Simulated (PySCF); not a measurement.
PySCF 2.14 output of an unrestricted r2SCAN calculation on a single atom or ion in aug-cc-pVTZ-PP with ECP60MDF (6s6p5d3f2g, 88 functions), with scalar relativity through the core potential:

```
SCF conv_tol = 1e-09
number electrons alpha = 11  beta = 9
    J. W. Furness, A. D. Kaplan, J. Ning, J. P. Perdew, and J. Sun.,  J. Phys. Chem. Lett. 11, 8208-8215 (2020)
    J. W. Furness, A. D. Kaplan, J. Ning, J. P. Perdew, and J. Sun.,  J. Phys. Chem. Lett. 11, 9248-9248 (2020)
    J. W. Furness, A. D. Kaplan, J. Ning, J. P. Perdew, and J. Sun.,  J. Phys. Chem. Lett. 11, 8208-8215 (2020)
    J. W. Furness, A. D. Kaplan, J. Ning, J. P. Perdew, and J. Sun.,  J. Phys. Chem. Lett. 11, 9248-9248 (2020)
cycle= 1 E= -153.217288442795  delta_E= -0.0116  |g|= 0.0289  |ddm|= 0.192
cycle= 2 E= -153.217504556396  delta_E= -0.000216  |g|= 0.00672  |ddm|= 0.0373
cycle= 3 E= -153.217504251512  delta_E= 3.05e-07  |g|= 0.00098  |ddm|= 0.0138
cycle= 4 E= -153.21750457873  delta_E= -3.27e-07  |g|= 0.00063  |ddm|= 0.00257
cycle= 5 E= -153.217504691816  delta_E= -1.13e-07  |g|= 0.000154  |ddm|= 0.000702
cycle= 6 E= -153.217504700695  delta_E= -8.88e-09  |g|= 7.8e-06  |ddm|= 0.000284
cycle= 7 E= -153.217504700813  delta_E= -1.18e-10  |g|= 1.68e-06  |ddm|= 7.74e-05
converged SCF energy = -153.217504700813  <S^2> = 2.0034593  2S+1 = 3.0023053
```

The run itself started from symmetry-adapted Hartree-Fock orbitals and held the occupation by maximum overlap, on a logarithmic radial grid, so the iterations belong to that start.

Problem. Which element, charge and spin multiplicity is this?

Solution. Hg (mercury, neutral), multiplicity 3; the state was [Xe] 4f14 5d9 6s2 6p1, one real determinant (an excited configuration).

⟨L²⟩ = 7.99 against 12 for a pure F term, so this real determinant mixes terms. Energies and moments cover only the electrons outside the core potential. Spin-orbit coupling, absent here, splits the open shell strongly.
